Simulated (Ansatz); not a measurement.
`[SiH3][SiH2]Br` + HBr → `Br[SiH2]Br` + SiH₄ at 700 K and 1 bar (cleavage of the Si–Si bond).

Computed with Ansatz on PBE0-D4/def2-TZVP structures; ΔE is electronic, products minus reactants. CBS: MP2 limit from def2 TZ/QZ plus the TZ coupled-cluster correction, frozen cores. This one scheme is used for every species. For Br outer-core shells are correlated without core-valence functions, which leaves a few kJ/mol of doubt a bond. Scalar relativity is left out up to krypton.

```
         species  CCSD(T)/CBS energy (Eh)  H − E (kJ/mol)  S (J/(mol·K))
`[SiH3][SiH2]Br`              -3154.51510           177.9          432.7
             HBr              -2573.91920            36.5          223.7
    `Br[SiH2]Br`              -5437.00625            97.1          376.7
            SiH₄               -291.46306           115.5          252.9
```

H − E and S are ideal-gas, rigid-rotor, harmonic terms from PBE0-D4/def2-TZVP. 1 Eh = 2625.50 kJ/mol, R = 8.31446 J/(mol·K).

**Question.** By hand: ΔE, ΔH, ΔS and ΔG.

**Answer.** ΔE = (-5437.00625) + (-291.46306) − (-3154.51510) − (-2573.91920) = -0.03501 Eh = -91.9 kJ/mol. Δ(H − E) = 97.1 + 115.5 − 177.9 − 36.5 = -1.8, so ΔH = -93.7 kJ/mol. ΔS = 376.7 + 252.9 − 432.7 − 223.7 = -26.8 J/(mol·K). ΔG = -93.7 − 700 × (-26.8)/1000 = -74.9 kJ/mol.

**Question.** By hand: the equilibrium constant, and the temperature at which ΔG would vanish if ΔH and ΔS stayed fixed.

**Answer.** log₁₀ K = −ΔG/(RT ln 10) = 5.6. ΔG = 0 at ΔH/ΔS = 3496 K, far beyond where these terms or the molecules hold.

ΔH outweighs TΔS. A doubt of 5 kJ/mol in ΔE shifts log₁₀ K by 0.4 here. These are equilibria of isolated gas molecules and say nothing of rates. Largest T1 diagnostic: 0.011 (customary marks: 0.02 for closed shells, 0.045 for open ones).
